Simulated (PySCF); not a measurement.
H7N3OSn, SMILES [NH2][Sn]([NH2])([NH2])[OH]. Coordinates come from a PBE-D3(BJ)/def2-SVP optimisation. The def2 effective core potentials stand for the cores of Sn; spin–orbit coupling is left out. One conformer was computed; it need not be the lowest.

Task: Give the equilibrium geometry at PBE-D3(BJ)/def2-SVP (PySCF confirms it by a frequency run) as bond lengths and angles. (An estimate is asked for; the answer gives what the named calculation found.)

Result: One answer among several that fit: 
Atoms: N1 Sn2 N3 N4 O5 H6 H7 H8 H9 H10 H11 H12. Bonds (Å): N1–Sn2 2.064, N1–H6 1.030, N1–H7 1.031, Sn2–N3 2.060, Sn2–N4 2.070, Sn2–O5 2.018, N3–H8 1.030, N3–H9 1.030, N4–H10 1.031, N4–H11 1.030, O5–H12 0.977. Angles (°): Sn2–N1–H6 109.0, Sn2–N1–H7 108.8, H6–N1–H7 105.6, N1–Sn2–N3 116.1, N1–Sn2–N4 104.6, N1–Sn2–O5 106.6, N3–Sn2–N4 110.8, N3–Sn2–O5 102.1, N4–Sn2–O5 117.0, Sn2–N3–H8 109.9, Sn2–N3–H9 108.7, H8–N3–H9 106.7, Sn2–N4–H10 109.6, Sn2–N4–H11 109.5, H10–N4–H11 105.7, Sn2–O5–H12 108.1.
